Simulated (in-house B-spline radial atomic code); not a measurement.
Whole-atom quantities along the 24-electron series, configuration [Ar] 3d6. Computed with a B-spline radial code for spherical atoms: non-relativistic Hartree-Fock, average of the configuration, point nuclei.

This level leaves out relativity, spin-orbit splitting included, which matters for heavy ions.

```
  ion   Z  E/Z² (Eh)  Σ<r²> (bohr²)  n(0)/Z³ (bohr⁻³)  Lamb diamagnetic shielding (ppm)  repulsion over attraction
Pm37+  61    -2.3383         1.0208           0.70897                           5500.42                   0.079397
Sm38+  62    -2.3448        0.98054           0.70942                           5599.06                   0.078229
Eu39+  63          ?              ?                 ?                                 ?                          ?
Gd40+  64    -2.3573        0.90682           0.71028                           5796.35                    0.07599
Tb41+  65          ?              ?                 ?                                 ?                          ?
Dy42+  66    -2.3691        0.84115           0.71109                           5993.62                   0.073873
Ho43+  67    -2.3747        0.81098           0.71148                           6092.26                   0.072857
Er44+  68    -2.3802        0.78241           0.71186                           6190.89                   0.071868
```

(1) Fill in the row of Eu39+.

(2) Fill in the row of Tb41+.

(3) With what power of Z does the column «Σ<r²> (bohr²)» change over this range?

## Answers

(1) E/Z² (Eh): -2.3511; Σ<r²> (bohr²): 0.94259; n(0)/Z³ (bohr⁻³): 0.70986; Lamb diamagnetic shielding (ppm): 5697.71; repulsion over attraction: 0.077093.

(2) E/Z² (Eh): -2.3633; Σ<r²> (bohr²): 0.87305; n(0)/Z³ (bohr⁻³): 0.71069; Lamb diamagnetic shielding (ppm): 5894.98; repulsion over attraction: 0.074917.

(3) A fit of the logarithm of its size against log Z from Z = 61 to 68 has slope -2.45. Unscreened non-relativistic hydrogenic orbitals would give -2.
